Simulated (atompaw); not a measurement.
# Logarithmic derivatives: Ca, PAW (atompaw)

calcium (Ca), PAW, made with atompaw 4.2.0.5 (PBE, scalar-relativistic). Core [Ar], reference 3d0 4s1.5 4p0 (charge +0.5). Waves: 4s (bound): rc 2.65 bohr; 4s channel at 0.65 Ry: rc 2.65 bohr; 4p (bound, empty): rc 3.00 bohr; 4p channel at 3.9 Ry: rc 3.00 bohr; 3d (bound, empty): rc 3.00 bohr; 3d channel at 3.7 Ry: rc 3.00 bohr. Local part: troulliermartins scheme with l = 3 at 0 Ry, radius 2.55 bohr. Core correction: smooth core density matched at 2.70 bohr. Augmentation charge: besselshape compensation charge, radius 2.95 bohr; PAW radius 3.00 bohr; waves and projectors: custom polynom2 7 10 vanderbiltortho.

The phase is arctan(r·u′/u) with u = r·R(r), unwrapped; energies in Ry, scanned from -2 to 5 Ry. A pole is an energy at which the radial function vanishes at the test radius. The pseudo phase is shifted by a multiple of π to meet the all-electron one at the reference energy, and phase errors are pseudo minus all-electron; the curves can meet again beyond the range given. Levels narrower than the energy grid can be missing from the lists of poles. Where the grid stepped over a known ghost or core level, its pole and its step of π were put in at the level’s energy.

| channel | radius (bohr) | reference energy (Ry) | poles, all-electron | poles, pseudo | unbroken range about the reference energy with phases within 0.05 rad | phase error 1 Ry above the reference energy (rad) |
| --- | --- | --- | --- | --- | --- | --- |
| s | 3.02 | -0.46 | 1.48 | -1.06, 1.49 | -1.0 to 4.3 | +0.000 |
| p | 3.02 | -0.26 | 2.23 | 2.12, 4.78 | -1.9 to 4.4 | -0.038 |
| d | 3.02 | -0.37 | -0.09, 3.38 | 0.13, 3.44 | -0.4 to -0.3 | +0.308 |

Note: ghost state, extra bound levels that the all-electron valence spectrum of the same l lacks: s at -14.4 eV. A true bound ghost makes a file unfit for plane-wave use.

Phases in the s channel:

```
E (Ry)  all-electron  pseudo
 -2.00         1.273   4.408
 -1.76         1.240   4.375
 -1.52         1.196   4.330
 -1.28         1.133   4.263
 -1.04         1.035   1.123
 -0.80         0.866   0.869
 -0.56         0.534   0.534
 -0.32        -0.099  -0.099
 -0.08        -0.757  -0.757
  0.16        -1.112  -1.112
  0.40        -1.292  -1.292
  0.64        -1.397  -1.397
  0.88        -1.465  -1.465
  1.12        -1.515  -1.515
  1.36        -1.554  -1.553
  1.60        -1.586  -1.585
  1.84        -1.615  -1.614
  2.08        -1.643  -1.641
  2.32        -1.670  -1.668
  2.56        -1.700  -1.696
  2.80        -1.732  -1.727
  3.04        -1.772  -1.765
  3.28        -1.823  -1.813
  3.52        -1.895  -1.881
  3.76        -2.006  -1.989
  4.00        -2.207  -2.187
  4.24        -2.622  -2.632
  4.48        -3.360  -3.467
  4.72        -3.949  -4.063
  4.96        -4.232  -4.322
```
